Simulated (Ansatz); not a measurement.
`CO[SiH](Cl)I` + H₂ → `CO[SiH2]Cl` + HI at 400 K and 1 bar (hydrogenolysis of the Si–I bond).

Gas-phase electronic energies from Ansatz, PBE0-D4/def2-TZVP geometries. CBS: MP2 limit from def2 TZ/QZ plus the TZ coupled-cluster correction, frozen cores. This one scheme is used for every species. Elements past krypton have def2 core potentials. For I outer-core shells are correlated without core-valence functions, which leaves a few kJ/mol of doubt a bond. One conformer a species, not always the lowest.

```csv
species,CCSD(T)/CBS energy (Eh),H − E (kJ/mol),S (J/(mol·K))
`CO[SiH](Cl)I`,-1162.05764,176.0,416.7
H₂,-1.17544,38.0,139.0
`CO[SiH2]Cl`,-865.17164,189.7,357.8
HI,-298.03592,25.7,215.0
```

H − E and S are ideal-gas, rigid-rotor, harmonic terms from PBE0-D4/def2-TZVP, for one conformer and one mirror image of each species. The MP2-based limit puts H₂ 0.8 mEh under its directly extrapolated value; such offsets cancel only in part. 1 Eh = 2625.50 kJ/mol, R = 8.31446 J/(mol·K).

**Question.** By hand: ΔE, ΔH, ΔS and ΔG.

**Answer.** ΔE = (-865.17164) + (-298.03592) − (-1162.05764) − (-1.17544) = 0.02552 Eh = 67.0 kJ/mol. Δ(H − E) = 189.7 + 25.7 − 176.0 − 38.0 = 1.4, so ΔH = 68.4 kJ/mol. ΔS = 357.8 + 215.0 − 416.7 − 139.0 = 17.1 J/(mol·K). ΔG = 68.4 − 400 × (17.1)/1000 = 61.6 kJ/mol.

**Question.** By hand: the equilibrium constant, and the temperature at which ΔG would vanish if ΔH and ΔS stayed fixed.

**Answer.** log₁₀ K = −ΔG/(RT ln 10) = -8.0. ΔG = 0 at ΔH/ΔS = 4000 K, far beyond where these terms or the molecules hold.

ΔH outweighs TΔS. A doubt of 5 kJ/mol in ΔE shifts log₁₀ K by 0.7 here. Other conformers and mirror images would add mixing entropy, several J/(mol·K) or more a flexible species. These are equilibria of isolated gas molecules and say nothing of rates. Largest T1 diagnostic: 0.010 (customary marks: 0.02 for closed shells, 0.045 for open ones).
